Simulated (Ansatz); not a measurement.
Consider the cleavage of the B–Ga bond: `C[BH][Ga]([NH2])[OH]` + `O=C(O)O` → `CBOC(=O)O` + `[NH2][GaH][OH]`.

Gas-phase electronic energies from Ansatz, PBE0-D4/def2-TZVP geometries. CCSD(T)/CBS adds triple-zeta CCSD(T) − MP2 to the extrapolated MP2 energy (def2 sets, frozen cores). DFT in def2-TZVPP. B3LYP here is the variant with VWN-RPA as its local correlation; programs differ in this. For Ga outer-core shells are correlated without core-valence functions, which leaves a few kJ/mol of doubt a bond. Scalar relativity is left out up to krypton. Each species was taken in one conformer, which may not be the lowest.

`C[BH][Ga]([NH2])[OH]`:

Cartesian coordinates in Å:
```
C 0.854 2.091 -0.232
B 0.719 0.833 0.664
Ga -0.120 -0.957 -0.005
N -1.707 -1.711 0.489
O 0.792 -1.916 -1.229
H 0.858 1.925 -1.310
H 1.668 2.763 0.050
H -0.076 2.649 -0.010
H 1.061 0.919 1.812
H -2.098 -2.540 0.075
H -2.335 -1.304 1.160
H 0.383 -2.752 -1.463
```

`O=C(O)O`:

```xyz
6

O    -0.429    0.863    0.899
C    -0.038    0.077    0.080
O    -0.073    0.251   -1.239
O     0.500   -1.111    0.343
H    -0.467    1.119   -1.387
H     0.507   -1.199    1.304
```

`CBOC(=O)O`:

Cartesian coordinates in Å:
```
C 1.520 -0.447 1.286
B 0.099 -0.226 0.707
O -0.003 0.215 -0.597
C -1.185 0.315 -1.229
O -2.188 -0.274 -0.958
O -1.042 1.167 -2.243
H 2.326 -0.232 0.583
H 1.657 0.164 2.185
H 1.616 -1.484 1.630
H -0.906 -0.392 1.330
H -1.894 1.196 -2.696
```

`[NH2][GaH][OH]`:

Cartesian coordinates in Å:
```
N -0.619 -0.047 1.041
Ga -0.128 0.361 -0.656
O 1.393 -0.349 -1.275
H -0.100 -0.643 1.662
H -1.456 0.305 1.471
H -0.944 1.282 -1.594
H 1.854 -0.910 -0.649
```

| level | ΔE (kcal/mol) | difference from CCSD(T)/CBS |
| --- | --- | --- |
| PBE-D4 | -29.0 | 1.8 |
| r2SCAN-D4 | -31.6 | -0.8 |
| PBE0-D4 | -29.9 | 0.9 |
| B3LYP-D4 | -31.7 | -0.9 |
| ωB97X-V | -31.8 | -1.0 |
| ωB97M-V | -32.2 | -1.4 |
| B2PLYP | -32.5 | -1.7 |
| PBE | -29.2 | 1.6 |
| r2SCAN | -31.6 | -0.8 |
| PBE0 | -30.1 | 0.7 |
| B3LYP | -32.1 | -1.3 |
| HF/def2-TZVPP | -35.2 | -4.4 |
| MP2/def2-TZVPP | -32.1 | -1.3 |
| SCS-MP2/def2-TZVPP | -32.5 | -1.7 |
| CCSD/def2-TZVPP | -31.8 | -1.0 |
| CCSD(T)/def2-TZVPP | -31.7 | -0.9 |
| HF/def2-QZVPP | -35.7 | -4.9 |
| MP2/def2-QZVPP | -31.8 | -1.0 |
| SCS-MP2/def2-QZVPP | -32.2 | -1.4 |
| HF/CBS(def2) | -35.8 | -5.0 |
| MP2/CBS(def2) | -31.2 | -0.4 |
| CCSD/CBS(def2) | -30.9 | -0.1 |
| CCSD(T)/CBS | -30.8 | 0 |

Largest T1 diagnostic among the species: 0.014.

From PBE to PBE0 (25 % exact exchange), in def2-TZVPP and without D4, ΔE moves by −0.9 kcal/mol. In def2-TZVPP, CCSD(T) changes the Hartree–Fock value by +3.5 kcal/mol (the triples alone add +0.1 kcal/mol) and MP2 by +3.1 kcal/mol.
